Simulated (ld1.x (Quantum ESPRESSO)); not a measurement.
# What the settings do to the TM potential of Se

Base potential:

| Item | Value |
| --- | --- |
| Element | Se (Z = 34) |
| Generator | ld1.x (Quantum ESPRESSO) 7.5 |
| Type | norm-conserving Troullier–Martins (Kleinman–Bylander form) |
| Functional | PBE |
| Relativity | scalar-relativistic |
| Frozen core | [Ar] 3d10 |
| Valence charge | 6 |
| Reference configuration | 4s2 4p2 (charge +2) |
| Partial waves | 4s (bound): rc 1.25 bohr; 4p (bound): rc 1.55 bohr |
| Local potential | all-electron potential smoothed inside 1.20 bohr (lloc = -1) |
| Core correction | a·sin(br)/r model core inside 0.60 bohr |

Cutoffs, loose and tight: the cutoffs (Ry, on a coarse ladder) from which the occupation-weighted sum of valence levels, in a spherical-Bessel basis at the reference potential, stays within 10 and 1 mRy of its value at 400 Ry. They do not see the model core or the augmentation charge, which bear on the density cutoff. Test errors are all-electron minus pseudo excitation energies from the reference, over the configurations 4s2 4p4; 4s2 4p3; 4s2 4p1; 4s2 4p3.5; 4s1 4p4; 4s1 4p5; 4s2 4p0. A dash means not determined; rows that change the core or the reference have their own tests.

A true bound ghost makes a file unfit for plane-wave use even where its test errors are small: the radial tests pick states by their node count and pass the ghost by.

```tsv
change	outcome	cutoff, loose	cutoff, tight	bound ghosts	largest test error (meV)
base	generated	50 Ry	110 Ry	s, d	-175
all radii but the core radius scaled by about 0.86 (s 1.08, p 1.34 bohr); local potential all-electron potential smoothed inside 1.04 bohr (lloc = -1)	generated	100 Ry	300 Ry	s, d	-139
all radii but the core radius scaled by about 0.92 (s 1.16, p 1.42 bohr); local potential all-electron potential smoothed inside 1.10 bohr (lloc = -1)	generated	90 Ry	180 Ry	s, d	-137
all radii but the core radius scaled by about 1.12 (s 1.40, p 1.74 bohr); local potential all-electron potential smoothed inside 1.36 bohr (lloc = -1)	generated	40 Ry	55 Ry	d	-25
all radii but the core radius scaled by about 1.39 (s 1.74, p 2.16 bohr); local potential all-electron potential smoothed inside 1.66 bohr (lloc = -1)	generated	35 Ry	50 Ry	none	-83
```

(1) What comes out with this change to the base: all radii but the core radius scaled by about 1.31 (s 1.64, p 2.04 bohr); local potential all-electron potential smoothed inside 1.58 bohr (lloc = -1)?

(2) What comes out with this change to the base: all radii but the core radius scaled by about 1.23 (s 1.54, p 1.90 bohr); local potential all-electron potential smoothed inside 1.48 bohr (lloc = -1)?

(3) What comes out with this change to the base: all radii but the core radius scaled by about 0.74 (s 0.92, p 1.16 bohr); local potential all-electron potential smoothed inside 0.90 bohr (lloc = -1)?

Results:

(1) outcome: generated; cutoff, loose: 40 Ry; cutoff, tight: 55 Ry; bound ghosts: d; largest test error (meV): -71.

(2) outcome: generated; cutoff, loose: 40 Ry; cutoff, tight: 55 Ry; bound ghosts: d; largest test error (meV): -57.

(3) outcome: generated; cutoff, loose: 300 Ry; cutoff, tight: over 300 Ry; bound ghosts: s, d; largest test error (meV): -138.

Reading the sweep of the scale of all radii but the core radius (base = 1) (base included, trends over the rows without a ghost): Bound ghosts are found at 0.74, 0.86, 0.92, 1, 1.12, 1.23, 1.31.
